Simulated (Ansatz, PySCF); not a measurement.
Molecule: C$_{5}$H$_{5}$S (charge -1, singlet). It need not be the lowest isomer of its formula. Whether it binds its extra electron was not tested at this geometry. 
Structure (B3LYP-D3(BJ)/def2-TZVP (Ansatz, a quantum-chemistry and plane-wave program) minimum search):
SMILES: Cc1cc[c-]s1
```xyz
11

C     -2.2622    -0.1072    -0.0541
C     -0.7743    -0.1562     0.0916
C     -0.0285    -0.9742     0.8958
C      1.3850    -0.7529     0.7874
C      1.8234     0.2312    -0.0898
S      0.3461     0.8692    -0.7776
H     -2.6769     0.8730     0.2115
H     -2.7359    -0.8488     0.5973
H     -2.5896    -0.3170    -1.0798
H     -0.4814    -1.7170     1.5498
H      2.0855    -1.3424     1.3781
```
Charge -1, spin multiplicity 1.

Total electronic energies in hartree. Correlated levels leave the core frozen unless marked. No spin-orbit coupling. Non-relativistic. CBS marks a two-point X^-3 extrapolation of the correlation energy; Hartree-Fock from the larger set. The bracket is a focal-point correction in the basis named.

```json
[
 {"level": "HF/aug-cc-pV(D+d)Z", "program": "Ansatz", "energy (Eh)": "-589.74384"},
 {"level": "HF/def2-TZVPD", "program": "PySCF", "energy (Eh)": "-589.79341"},
 {"level": "revPBE-D3(BJ)/def2-TZVPD", "program": "Ansatz + dftd3", "energy (Eh)": "-591.68908"},
 {"level": "revPBE-D4/def2-TZVPD", "program": "Ansatz + dftd4", "energy (Eh)": "-591.70194"},
 {"level": "TPSSh-D3(BJ)/def2-TZVPD", "program": "PySCF + dftd3", "energy (Eh)": "…"},
 {"level": "HSE06/def2-TZVPD", "program": "Ansatz", "energy (Eh)": "-591.39079"},
 {"level": "B2PLYP-D4/def2-TZVPD", "program": "Ansatz + dftd4", "energy (Eh)": "-591.48765"},
 {"level": "RI-MP2/aug-cc-pV(T+d)Z", "program": "Ansatz", "energy (Eh)": "-590.81827"},
 {"level": "RI-MP2/CBS(aug-cc-pV(T+d)Z,aug-cc-pV(Q+d)Z)+[CCSD(T)-MP2]/aug-cc-pV(D+d)Z", "program": "Ansatz", "energy (Eh)": "-591.0128"}
]
```

Task: Some entries are withheld; supply them.

Result: 
- TPSSh-D3(BJ)/def2-TZVPD, energy (Eh): -591.82953
